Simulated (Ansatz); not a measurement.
Gas-phase electronic energies from Ansatz, PBE0-D4/def2-TZVP geometries. CBS: MP2 limit from def2 TZ/QZ plus the TZ coupled-cluster correction, frozen cores. This one scheme is used for every species. DFT in def2-TZVPP. B3LYP here is the variant with VWN-RPA as its local correlation; programs differ in this. One conformer a species, not always the lowest.

Consider the ligand exchange at the Si–O bond: `O[SiH](F)F` + `CN[SiH2]O` → `CN([SiH2]O)[SiH](F)F` + H₂O.

`O[SiH](F)F`:

Cartesian coordinates in Å:
```
O -0.700 1.022 0.293
Si 0.085 -0.371 0.071
F 1.647 -0.184 0.256
F -0.106 -0.907 -1.407
H -0.503 1.789 -0.246
H -0.423 -1.350 1.032
```

`CN[SiH2]O`:

Z-matrix (Å, degrees):
```
C
N 1 1.446
H 1 1.097 2 113.4
H 1 1.093 2 109.4 3 -120.0
H 1 1.094 2 111.4 3 121.9
Si 2 1.705 1 125.5 3 97.3
H 2 1.008 1 113.7 3 -65.2
O 6 1.652 2 118.0 1 -83.0
H 6 1.489 2 105.4 1 38.4
H 6 1.479 2 107.7 1 160.6
H 8 0.958 6 117.8 2 73.7
```

`CN([SiH2]O)[SiH](F)F`:

```xyz
14

C     0.355    1.533    0.152
N     0.182    0.106   -0.165
Si    0.317   -1.006    1.151
O    -0.840   -0.809    2.301
Si   -0.229   -0.317   -1.754
F     0.780    0.362   -2.776
F    -1.650    0.268   -2.165
H     1.090    1.655    0.952
H    -0.581    1.992    0.477
H     0.726    2.081   -0.717
H     1.576   -0.742    1.880
H     0.267   -2.360    0.547
H    -1.751   -0.991    2.064
H    -0.241   -1.772   -1.947
```

H₂O:

```xyz
3

O    -0.167   -0.305    0.174
H    -0.192   -0.080   -0.758
H     0.360    0.385    0.583
```

Problem. Is it downhill or uphill in electronic energy at CCSD(T)/CBS, and by how much? (Best estimate.)

Solution. The calculation gave: Uphill: ΔE = +34.0 kJ/mol.

Problem. What do these levels give: PBE0-D4, B3LYP-D4, ωB97M-V, B2PLYP, r2SCAN, PBE0, CCSD/def2-TZVPP, CCSD(T)/def2-TZVPP, HF/def2-QZVPP, SCS-MP2/def2-QZVPP, MP2/CBS(def2), CCSD/CBS(def2)? (An estimate is asked.)

Solution. Ansatz gave: PBE0-D4 35.8, B3LYP-D4 38.6, ωB97M-V 38.0, B2PLYP 45.9, r2SCAN 42.7, PBE0 43.3, CCSD/def2-TZVPP 38.9, CCSD(T)/def2-TZVPP 35.9, HF/def2-QZVPP 56.0, SCS-MP2/def2-QZVPP 38.0, MP2/CBS(def2) 33.5, CCSD/CBS(def2) 37.1 kJ/mol.

Largest T1 diagnostic among the species: 0.012.

In def2-TZVPP, CCSD(T) changes the Hartree–Fock value by −20.2 kJ/mol (the triples alone add −3.0 kJ/mol) and MP2 by −20.7 kJ/mol. The D4 term adds −13.0 kJ/mol with B3LYP and −7.5 kJ/mol with PBE0; it sums over pairs of atoms, weighted by their polarisabilities, and B3LYP, whose exchange is more repulsive, gets the larger term.
